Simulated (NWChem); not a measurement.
Molecule: C4H5NS; SMILES Cc1cncs1

Results from NWChem. Medium grid unless said otherwise, to which SCAN and Minnesota functionals are sensitive. Structure relaxed at the B3LYP/6-31G* (spherical d) level. Total energies of different functionals are on different scales.

```json
[
 {"level": "PBE/def2-TZVP", "energy (Ha)": "-608.0309", "highest occupied level (eV)": "-6.00", "orbital gap (eV)": "4.33", "dipole (D)": "1.99", "relative time": "1"},
 {"level": "B3LYP/def2-TZVP", "energy (Ha)": "-608.4800", "highest occupied level (eV)": "-6.81", "orbital gap (eV)": "5.83", "dipole (D)": "2.03", "relative time": "1"},
 {"level": "CAM-B3LYP/def2-TZVP", "energy (Ha)": "-608.3549", "highest occupied level (eV)": "-8.27", "orbital gap (eV)": "8.60", "dipole (D)": "2.06", "relative time": "20"},
 {"level": "M06-2X/def2-TZVP", "energy (Ha)": "-608.3517", "highest occupied level (eV)": "-8.13", "orbital gap (eV)": "8.24", "dipole (D)": "2.04", "relative time": "1"},
 {"level": "r2SCAN/def2-TZVP", "energy (Ha)": "-608.3153", "highest occupied level (eV)": "-6.16", "orbital gap (eV)": "4.64", "dipole (D)": "2.00", "relative time": "1"},
 {"level": "Hartree-Fock/def2-TZVP", "energy (Ha)": "-606.4335", "highest occupied level (eV)": "-9.07", "orbital gap (eV)": "11.95", "dipole (D)": "1.92", "relative time": "1"}
]
```

Relative times are rough (shared machine, one core).
